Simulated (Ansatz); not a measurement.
All numbers were calculated with Ansatz.

A structure relaxed at PBE0-D4/def2-TZVP, charge 0, multiplicity 1:

Cartesian coordinates in Å:
```
C -1.008 0.054 -1.048
Si 0.049 0.108 0.450
O 0.807 1.542 0.523
Cl -1.019 -0.259 2.153
C 1.322 -1.240 0.398
N 2.120 -2.068 0.343
H -1.505 -0.914 -1.132
H -1.770 0.835 -0.997
H -0.400 0.215 -1.941
H 1.404 1.726 1.251
```

Question: Give its formula and SMILES.

Answer: C2H4ClNOSi, `C[Si](O)(Cl)C#N`.

Question: Summarise the bond lengths by kind.

Answer: 2 × C–Si 1.834 to 1.855 Å; 3 × C–H 1.091 to 1.092 Å; 1 × O–Si 1.624 Å; 1 × Cl–Si 2.044 Å; 1 × H–O 0.959 Å; 1 × C–N 1.152 Å.
